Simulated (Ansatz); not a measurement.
Start from `BC(C)CC` and change one atom or group to get `CCC(C)Br`.

Ansatz, PBE0-D4/def2-TZVP geometries, multiplicity 1. Each molecule was computed in one conformer, which needn't be the lowest.

Scalar relativity is left out up to krypton. Spin–orbit coupling is left out; it splits and shifts lone-pair levels of the heavy atoms by tenths of an eV.

| property | `BC(C)CC` |
| --- | --- |
| zero-point energy (PBE0-D4/def2-TZVP) / kJ/mol | 372.6 |
| HOMO energy (PBE0/def2-TZVPP) / eV | -8.32 |
| HOMO–LUMO gap (PBE0/def2-TZVPP) / eV | 7.13 |
| ideal-gas entropy at 298 K and 1 bar (rigid rotor, harmonic PBE0-D4/def2-TZVP) / J/(mol·K) | 340 |
| LUMO energy (B3LYP/def2-TZVPP) / eV | -1.43 |
| HOMO–LUMO gap (B3LYP/def2-TZVPP) / eV | 6.72 |

Problem. Give the same properties after the change, and the shifts. (Estimate.)

Solution. Ansatz gave: 
```tsv
property	`CCC(C)Br`	shift
zero-point energy (PBE0-D4/def2-TZVP) / kJ/mol	322.0	-50.6
HOMO energy (PBE0/def2-TZVPP) / eV	-7.74	0.58
HOMO–LUMO gap (PBE0/def2-TZVPP) / eV	7.92	0.79
ideal-gas entropy at 298 K and 1 bar (rigid rotor, harmonic PBE0-D4/def2-TZVP) / J/(mol·K)	344	4
LUMO energy (B3LYP/def2-TZVPP) / eV	-0.10	1.33
HOMO–LUMO gap (B3LYP/def2-TZVPP) / eV	7.39	0.67
```

With PBE0 the HOMO rises by 0.58 eV and the LUMO rises by 1.37 eV, so the gap widens by about 0.79 eV. PBE moves the HOMO by 0.53 eV and ωB97M-V by 0.62 eV. The zero-point energy changes by -50.6 kJ/mol with -6 modes.

Positive LUMOs are unbound, so they and the gaps depend on the basis.

B3LYP here is the variant with VWN-RPA as its local correlation; programs differ in this.
